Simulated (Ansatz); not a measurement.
System: LaF₂, net charge 1, singlet state. 
Structure (B3LYP-D3(BJ)/def2-TZVP (Ansatz, a first-principles code) minimum search):
SMILES: [F][La+][F]
```xyz
3

La     0.2344     0.1578     0.0463
F     -1.2490     0.5991    -1.3268
F     -0.2354    -1.5984     1.0339
```
Charge +1, spin multiplicity 1.

Basis-set convergence of Hartree-Fock and CCSD(T) correlation energies (hartree) with Ansatz. Cores are frozen in the correlated levels unless marked. Spin-orbit coupling is left out. The frozen core is the preceding noble-gas configuration, with the filled d and f shells of earlier blocks. In def2 rows, elements after Kr have scalar-relativistic effective core potentials.

| basis | functions | E(HF) | E(corr, CCSD(T)) | rough core time |
|---|---|---|---|---|
| def2-SVP | 60 | -229.80864 | -0.43322 | under 20 s |
| def2-TZVPP | 118 | -230.06779 | -0.57220 | under 20 s |
| def2-QZVPP | 195 | -230.08236 | -0.62243 | 24 s |

Extrapolating the two largest sets (X = 3 and 4) as X^-3: E(corr) = (64·(-0.62243) - 27·(-0.57220))/37 = -0.6591 Eh, an estimate of the basis-set limit. The largest set recovers 94.4 % of it, the smallest 65.7 %.
